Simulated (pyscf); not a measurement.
**C₂H₄Ge (SMILES [CH]1=[CH][GeH2]1), singlet**

Gas-phase minimum from PySCF at ωB97X-D3(BJ)/def2-SVP, one conformer. cyclic C₂H₄Ge (SMILES [CH]1=[CH][GeH2]1) lies 18.6 kcal/mol over its isomer H₂C=CH–GeH: [singlet], and others may lie lower still (electronic energy, ωB97M-D3(BJ)). 

```
Ge
H 1 1.5291
H 1 1.5291 2 114.60
C 1 1.9069 2 120.43 3 156.12
C 4 1.3311 1 69.57 2 102.64
H 4 1.0935 5 136.93 1 -179.97
H 5 1.0935 4 136.93 6 0.00
```

Properties at ωB97X-D3(BJ)/def2-SVP:

```
Quantity                                                                                                                                                                                              Value
---------------------------------------------------------------------------------------------------------------------  ------------------------------------------------------------------------------------
Harmonic wavenumbers, unscaled                                                                                         522, 566, 577, 650, 661, 673, 882, 941, 974, 1117, 1613, 2205, 2213, 3219, 3249 cm⁻¹
Zero-point energy                                                                                                                                                                             28.7 kcal/mol
Rotational symmetry number                                                                                                                                                                                2
Entropy of this conformer at 298 K and 1 atm, rigid rotor and harmonic oscillator, modes under 100 cm⁻¹ raised to 100                                                                       270.4 J/(mol K)
Dipole moment                                                                                                                                                                                        0.09 D
```

Single-point totals, which compare only within one level (frozen core for MP2 and CC):

| level | total energy (hartree) |
|---|---|
| ωB97X-D3(BJ)/def2-TZVP | -2155.54413 |
| PBE/def2-TZVP | -2155.12716 |
| r²SCAN/def2-TZVP | -2155.49161 |
| B3LYP-D3(BJ)/def2-TZVP | -2155.60761 |
| PBE0-D3(BJ)/def2-TZVP | -2155.19320 |
| M06-2X/def2-TZVP | -2155.51530 |
| ωB97M-D3(BJ)/def2-TZVP | -2155.59339 |
| HF/def2-TZVPP | -2153.35786 |
| MP2/def2-TZVPP | -2153.93284 |
| CCSD/def2-TZVPP | -2153.95181 |
| CCSD(T)/def2-TZVPP | -2153.97974 |

The CCSD(T) − MP2 part came from Ansatz, without density fitting, on the same reference. The frozen core leaves the outer d or s,p core shells of the metals and heavy elements correlated in the MP2 and CC values, and def2-TZVPP describes them poorly, so these totals are far from the basis limit. Elements up to Kr have no core potential and no relativistic terms here.
